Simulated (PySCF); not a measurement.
1,2,4-triazole (C2H3N3), SMILES [nH]1cncn1. Atoms are numbered in the order given.

```xyz
8

C      0.0132     1.1146     0.0000
N      1.1501     0.3757     0.0000
C      0.6959    -0.8572     0.0000
N     -0.6515    -0.8410     0.0000
N     -1.1053     0.4143     0.0000
H      0.0062     2.2042     0.0000
H      1.2862    -1.7733     0.0000
H     -1.3001    -1.6188     0.0000
```

Coordinates come from a PBE0-D3(BJ)/def2-SVP optimisation.

Two levels are set side by side: PBE/pcSseg-1 (PySCF) and PBE0/pcSseg-1 (PySCF). GIAO shifts against NH3 (¹⁵N), TMS (¹H), TMS (¹³C) at the same level; non-relativistic, no solvent, atoms listed together averaged. Differences are taken from unrounded values.

```csv
quantity,PBE0
δ(¹³C) of C1 (ppm),157.9
δ(¹⁵N) of N2 (ppm),292.1
δ(¹³C) of C3 (ppm),146.3
δ(¹⁵N) of N4 (ppm),226.7
δ(¹⁵N) of N5 (ppm),327.5
δ(¹H) of H6 (ppm),8.22
δ(¹H) of H7 (ppm),8.26
δ(¹H) of H8 (ppm),9.96
```

What does PBE give, and how far is it from PBE0? (The exact figures need the calculation; the answer reports its results.)


```json
[
 {"quantity": "δ(¹³C) of C1 (ppm)", "PBE": "154.2", "PBE minus PBE0": "-3.7"},
 {"quantity": "δ(¹⁵N) of N2 (ppm)", "PBE": "291.6", "PBE minus PBE0": "-0.5"},
 {"quantity": "δ(¹³C) of C3 (ppm)", "PBE": "141.5", "PBE minus PBE0": "-4.8"},
 {"quantity": "δ(¹⁵N) of N4 (ppm)", "PBE": "228.0", "PBE minus PBE0": "1.3"},
 {"quantity": "δ(¹⁵N) of N5 (ppm)", "PBE": "324.7", "PBE minus PBE0": "-2.9"},
 {"quantity": "δ(¹H) of H6 (ppm)", "PBE": "8.04", "PBE minus PBE0": "-0.18"},
 {"quantity": "δ(¹H) of H7 (ppm)", "PBE": "8.07", "PBE minus PBE0": "-0.20"},
 {"quantity": "δ(¹H) of H8 (ppm)", "PBE": "9.83", "PBE minus PBE0": "-0.13"}
]
```

Rough cost on one machine, each run with all the roots and properties that it gave: PBE0 against PBE within a factor of 2.
